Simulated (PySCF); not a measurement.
# Correlation energy of Ar (argon, neutral)

[Ar], closed-shell 1S. Calculation: PySCF 2.14, in 6-31G* (4s3p1d, 18 functions); the non-relativistic Hamiltonian (point nucleus). Frozen: [Ne]; 8 electrons correlated.

MP2 pair energies summed by pair of shells (mhartree):

| pair | energy | share (%) |
| --- | --- | --- |
| 3p-3p | -107.17 | 79.4 |
| 3s-3p | -21.36 | 15.8 |
| 3s-3s | -6.44 | 4.8 |

Total MP2 correlation energy: -134.98 mhartree.

Same-spin part -36.62 and opposite-spin part -98.36 mhartree; SCS-MP2 scales them by 1/3 and 6/5 to -130.24 mhartree.

```csv
level,correlation energy (mhartree)
CCSD,-147.19
(T),-1.54
CCSD(T),-148.73
```

Diagnostics: T1 = 0.0014, D1 = 0.0023, largest double amplitude 0.040.

Cost of the coupled-cluster step: 0.05 s of wall time on 1 thread of INTEL(R) XEON(R) PLATINUM 8581C CPU @ 2.10GHz (shared host), for 8 correlated electrons.

Iterations:

```
CC2 = 0
CCSD nocc = 4, nmo = 13
frozen orbitals [0, 1, 2, 3, 4]
max_cycle = 100
direct = 0
conv_tol = 1e-08
conv_tol_normt = 1e-06
diis_space = 8
diis_start_cycle = 0
Init t2, MP2 energy = -526.907127301944  E_corr(MP2) -0.134976209882024
Init E_corr(CCSD) = -0.134976209882548
cycle = 1  E_corr(CCSD) = -0.145477426361681  dE = -0.0105012165  norm(t1,t2) = 0.0170641
cycle = 2  E_corr(CCSD) = -0.146784595932371  dE = -0.00130716957  norm(t1,t2) = 0.00387677
cycle = 3  E_corr(CCSD) = -0.147195871033293  dE = -0.000411275101  norm(t1,t2) = 0.00119656
cycle = 4  E_corr(CCSD) = -0.147195021127213  dE = 8.4990608e-07  norm(t1,t2) = 0.000124083
cycle = 5  E_corr(CCSD) = -0.147194617204848  dE = 4.03922365e-07  norm(t1,t2) = 1.64778e-05
cycle = 6  E_corr(CCSD) = -0.147194684612573  dE = -6.74077251e-08  norm(t1,t2) = 1.47066e-06
cycle = 7  E_corr(CCSD) = -0.147194681940799  dE = 2.67177352e-09  norm(t1,t2) = 2.59964e-07
CCSD converged
E(CCSD) = -526.9193457740025  E_corr = -0.1471946819407992
CCSD(T) correction = -0.00154332771814117
```
